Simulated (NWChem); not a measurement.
System: SiNH₄Br; SMILES N[SiH2]Br

Input file for NWChem:

```
start job
memory heap 200 mb stack 900 mb global 1100 mb
geometry units angstroms noautoz
  Si     0.571168     1.047197     0.050733
  N     -0.727174     2.171040     0.128364
  Br     0.008776    -1.114022    -0.374998
  H      1.461836     1.450307    -1.058747
  H      1.242627     1.029358     1.368150
  H     -1.364597     2.146802     0.916456
  H     -1.216758     2.430752    -0.720656
end
basis spherical
  * library def2-tzvp
end
dft
  xc xtpss03 ctpss03
  iterations 150
  mulliken
end
task dft energy
```

NWChem printed, in part:

```
             Northwest Computational Chemistry Package (NWChem) 7.3.0
             --------------------------------------------------------

 CS  symmetry detected

                             Geometry "geometry" -> ""
                             -------------------------

 Output coordinates in angstroms (scale by  1.889725989 to convert to a.u.)

  No.       Tag          Charge          X              Y              Z
 ---- ---------------- ---------- -------------- -------------- --------------
    1 Si                  14.0000     0.56028077     1.08490938     0.00000000
    2 N                    7.0000    -0.69856416     2.25540117     0.00000000
    3 Br                  35.0000    -0.08967786    -1.09361145     0.00000000
    4 H                    1.0000     1.35192095     1.26178197    -1.23643436
    5 H                    1.0000     1.35192095     1.26178197     1.23643436
    6 H                    1.0000    -1.25954932     2.38814869     0.83405930
    7 H                    1.0000    -1.25954932     2.38814869    -0.83405930

 Effective nuclear repulsion energy (a.u.)     231.9789847323

      Symmetry information
      --------------------

 Group name             Cs
 Group number              2
 Group order               2
 No. of unique centers     5

                                 NWChem DFT Module
                                 -----------------

 Summary of "ao basis" -> "ao basis" (spherical)
 ------------------------------------------------------------------------------
       Tag                 Description            Shells   Functions and Types
 ---------------- ------------------------------  ------  ---------------------
 Si                        def2-tzvp                13       37   5s5p2d1f
 N                         def2-tzvp                11       31   5s3p2d1f
 Br                        def2-tzvp                16       48   6s5p4d1f
 H                         def2-tzvp                 4        6   3s1p

      Symmetry analysis of basis
      --------------------------

        a'         90
        a"         50

            General Information
            -------------------
          SCF calculation type: DFT
          Wavefunction type:  closed shell.
          No. of atoms     :     7
          No. of electrons :    60
           Alpha electrons :    30
            Beta electrons :    30
          Charge           :     0
          Spin multiplicity:     1
          Use of symmetry is: on ; symmetry adaption is: on
          Maximum number of iterations: 150
          AO basis - number of functions:   140
                     number of shells:    56
          Convergence on energy requested:  1.00D-06
          Convergence on density requested:  1.00D-05
          Convergence on gradient requested:  5.00D-04

              XC Information
              --------------
                  TPSS metaGGA Exchange Functional  1.000
             TPSS03 metaGGA Correlation Functional  1.000

             Grid Information
             ----------------
          Grid used for XC integration:  medium
          Radial quadrature: Mura-Knowles
          Angular quadrature: Lebedev.
          Tag              B.-S. Rad. Rad. Pts. Rad. Cut. Ang. Pts.
          ---              ---------- --------- --------- ---------
          Si                  1.10       88           9.0       590
          N                   0.65       49          10.0       434
          Br                  1.15      112          11.0       590
          H                   0.35       45          11.0       434
          Grid pruning is: on
          Number of quadrature shells:   339
          Spatial weights used:  Erf1

      Superposition of Atomic Density Guess
      -------------------------------------

 Sum of atomic energies:       -2917.54519919

      Non-variational initial energy
      ------------------------------

 Total energy =   -2918.554357
 1-e energy   =   -4520.458688
 2-e energy   =    1369.925346
 HOMO         =      -0.362208
 LUMO         =       0.036807

      Symmetry analysis of molecular orbitals - initial
      -------------------------------------------------

  Numbering of irreducible representations:

     1 a'          2 a"

  Orbital symmetries:

     1 a'          2 a'          3 a'          4 a'          5 a'
     6 a"          7 a'          8 a'          9 a'         10 a"
    11 a'         12 a'         13 a'         14 a"         15 a'
    16 a'         17 a"         18 a'         19 a"         20 a'
    21 a'         22 a'         23 a'         24 a"         25 a'
    26 a'         27 a"         28 a'         29 a"         30 a'
    31 a'         32 a'         33 a'         34 a'         35 a"
    36 a"         37 a'         38 a'         39 a"         40 a'

     ---------------------------------------------
      Total Density - Mulliken Population Analysis
     ---------------------------------------------

    Atom       Charge   Shell Charges
 -----------   ------   -------------------------------------------------------
    1 Si  14    13.22   2.00  0.59  1.39  0.83  0.38  4.11  1.73  0.47  1.06  0.34  0.13  0.16  0.04
    2 N    7     7.93   0.82  1.16  0.57  0.81  0.17  1.63  1.92  0.83  0.00  0.01  0.00
    3 Br  35    35.42   2.00  2.00  1.16  0.78  1.01  0.98  6.00  5.94  1.30  2.93  1.30  8.98  1.02 -0.01  0.03  0.00
    4 H    1     1.04   0.23  0.54  0.26  0.01
    5 H    1     1.04   0.23  0.54  0.26  0.01
    6 H    1     0.67   0.22  0.34  0.08  0.04
    7 H    1     0.67   0.22  0.34  0.08  0.04

   convergence    iter        energy       DeltaE   RMS-Dens  Diis-err
 ---------------- ----- ----------------- --------- --------- ---------
 d= 0,ls=0.0,diis     1  -2920.7991739951 -3.15D+03  5.50D-03  9.33D-01
 d= 0,ls=0.0,diis     2  -2920.7738903670  2.53D-02  4.24D-03  7.78D-01
 d= 0,ls=0.0,diis     3  -2920.8375706537 -6.37D-02  1.38D-03  1.76D-01
 d= 0,ls=0.0,diis     4  -2920.8563225208 -1.88D-02  4.33D-04  1.02D-02
 d= 0,ls=0.0,diis     5  -2920.8570802906 -7.58D-04  1.62D-04  1.08D-03
  Resetting Diis
 d= 0,ls=0.0,diis     6  -2920.8572273157 -1.47D-04  2.25D-05  1.64D-05
 d= 0,ls=0.0,diis     7  -2920.8572299118 -2.60D-06  8.89D-06  7.16D-07
 d= 0,ls=0.0,diis     8  -2920.8572298378  7.40D-08  4.88D-06  1.22D-06

         Total DFT energy =    -2920.857229837779
      One electron energy =    -4523.008804871399
           Coulomb energy =     1490.801351256668
    Exchange-Corr. energy =     -120.628760955322
 Nuclear repulsion energy =      231.978984732273

 Numeric. integr. density =       59.999991038319

                  Occupations of the irreducible representations
                  ----------------------------------------------

                     irrep           alpha         beta
                     --------     --------     --------
                     a'               22.0         22.0
                     a"                8.0          8.0

                       DFT Final Molecular Orbital Analysis
                       ------------------------------------

 Vector   28  Occ=2.000000D+00  E=-2.676754D-01  Symmetry=a'
              MO Center= -1.2D-01, -3.4D-01, -2.8D-16, r^2= 3.2D+00
   Bfn.  Coefficient  Atom+Function         Bfn.  Coefficient  Atom+Function
  ----- ------------  ---------------      ----- ------------  ---------------
    84      0.454667  3 Br px                78     -0.313210  3 Br px
    81      0.281625  3 Br px                87      0.270907  3 Br px
    43      0.123552  2 N  px                46      0.107146  2 N  px
    44      0.104154  2 N  py                75      0.095622  3 Br px
    47      0.091349  2 N  py                50      0.091209  2 N  py

 Vector   29  Occ=2.000000D+00  E=-2.565814D-01  Symmetry=a"
              MO Center=  5.7D-02, -7.9D-01, -4.2D-15, r^2= 2.3D+00
   Bfn.  Coefficient  Atom+Function         Bfn.  Coefficient  Atom+Function
  ----- ------------  ---------------      ----- ------------  ---------------
    86      0.494917  3 Br pz                80     -0.341304  3 Br pz
    83      0.308634  3 Br pz                89      0.302224  3 Br pz
    77      0.104148  3 Br pz               118      0.092704  4 H  s
   124     -0.092704  5 H  s                119      0.076806  4 H  s
   125     -0.076806  5 H  s                 17     -0.061753  1 Si pz

 Vector   30  Occ=2.000000D+00  E=-2.440308D-01  Symmetry=a'
              MO Center= -4.2D-01,  1.2D+00, -4.2D-15, r^2= 3.8D+00
   Bfn.  Coefficient  Atom+Function         Bfn.  Coefficient  Atom+Function
  ----- ------------  ---------------      ----- ------------  ---------------
    44      0.313777  2 N  py                47      0.271609  2 N  py
    50      0.259179  2 N  py                85      0.228393  3 Br py
    84     -0.203818  3 Br px                43      0.163373  2 N  px
    79     -0.154499  3 Br py                46      0.143255  2 N  px
    78      0.139866  3 Br px                82      0.140051  3 Br py

 Vector   31  Occ=0.000000D+00  E=-1.510774D-02  Symmetry=a'
              MO Center= -1.7D-01,  1.2D+00,  4.9D-14, r^2= 5.6D+00
   Bfn.  Coefficient  Atom+Function         Bfn.  Coefficient  Atom+Function
  ----- ------------  ---------------      ----- ------------  ---------------
    42      1.388788  2 N  s                 18      0.858083  1 Si px
     5     -0.555029  1 Si s                131     -0.499192  6 H  s
   137     -0.499192  7 H  s                 15      0.341119  1 Si px
    88      0.319947  3 Br py                50     -0.272011  2 N  py
    74      0.237248  3 Br s                 40      0.188038  2 N  s

 Vector   32  Occ=0.000000D+00  E=-6.800531D-03  Symmetry=a'
              MO Center=  4.0D-01,  6.9D-01, -3.2D-13, r^2= 5.5D+00
   Bfn.  Coefficient  Atom+Function         Bfn.  Coefficient  Atom+Function
  ----- ------------  ---------------      ----- ------------  ---------------
    42     -0.774800  2 N  s                 19      0.740153  1 Si py
     5     -0.543931  1 Si s                 74      0.472102  3 Br s
    88      0.409024  3 Br py                16      0.393525  1 Si py
     4     -0.342632  1 Si s                119      0.341927  4 H  s
   125      0.341927  5 H  s                131      0.294022  6 H  s

 Vector   33  Occ=0.000000D+00  E= 4.155934D-02  Symmetry=a'
              MO Center=  7.6D-01,  1.3D+00,  2.7D-13, r^2= 5.4D+00
   Bfn.  Coefficient  Atom+Function         Bfn.  Coefficient  Atom+Function
  ----- ------------  ---------------      ----- ------------  ---------------
     5      1.769104  1 Si s                119     -1.220644  4 H  s
   125     -1.220644  5 H  s                 42     -0.978811  2 N  s
    18      0.757824  1 Si px                19      0.609399  1 Si py
   131      0.456962  6 H  s                137      0.456962  7 H  s
     4      0.419773  1 Si s                  3     -0.210142  1 Si s

     ---------------------------------------------
      Total Density - Mulliken Population Analysis
     ---------------------------------------------

    Atom       Charge   Shell Charges
 -----------   ------   -------------------------------------------------------
    1 Si  14    13.58   2.00  0.57  1.39  0.88  0.29  4.13  1.69  0.58  1.29  0.28  0.19  0.24  0.05
    2 N    7     7.60   0.82  1.15  0.55  0.79  0.18  1.57  1.68  0.84  0.00  0.02  0.00
    3 Br  35    35.28   2.00  2.01  1.16  0.78  1.05  0.95  6.00  5.92  1.35  2.73  1.29  8.93  1.02  0.05  0.04  0.00
    4 H    1     1.02   0.25  0.57  0.19  0.01
    5 H    1     1.02   0.25  0.57  0.19  0.01
    6 H    1     0.76   0.27  0.39  0.06  0.04
    7 H    1     0.76   0.27  0.39  0.06  0.04

     -------------------------------------------
      Total Density - Lowdin Population Analysis
     -------------------------------------------

    Atom       Charge   Shell Charges
 -----------   ------   -------------------------------------------------------
    1 Si  14    14.08   2.00  0.83  1.09  0.52  0.33  3.85  1.87  0.68  1.16  0.63  0.19  0.73  0.19
    2 N    7     7.26   0.89  1.07  0.45  0.46  0.24  1.40  1.68  0.99  0.00  0.07  0.00
    3 Br  35    34.91   2.00  2.00  1.15  0.82  0.84  0.87  5.98  5.65  1.64  2.44  1.45  8.52  1.24  0.24  0.07  0.00
    4 H    1     1.04   0.25  0.48  0.28  0.02
    5 H    1     1.04   0.25  0.48  0.28  0.02
    6 H    1     0.84   0.25  0.35  0.13  0.11
    7 H    1     0.84   0.25  0.35  0.13  0.11

     Multipole analysis of the density
     ---------------------------------

     L   x y z        total         alpha         beta         nuclear
     -   - - -        -----         -----         ----         -------
     0   0 0 0     -0.000000    -30.000000    -30.000000     60.000000

     1   1 0 0     -0.384235     -0.192117     -0.192117     -0.000000
     1   0 1 0      0.768781      0.384390      0.384390      0.000000
     1   0 0 1     -0.000000     -0.000000     -0.000000      0.000000

     2   2 0 0    -27.445773    -40.363973    -40.363973     53.282174
     2   1 1 0     -2.340161      1.848577      1.848577     -6.037315
     2   1 0 1     -0.000000     -0.000000     -0.000000      0.000000
     2   0 2 0    -29.046319   -208.318470   -208.318470    387.590621
     2   0 1 1     -0.000000     -0.000000     -0.000000      0.000000
     2   0 0 2    -28.033314    -21.960221    -21.960221     15.887128
```

Level: TPSS/def2-TZVP. Structure relaxed at the B3LYP/6-31G* (spherical d) level.
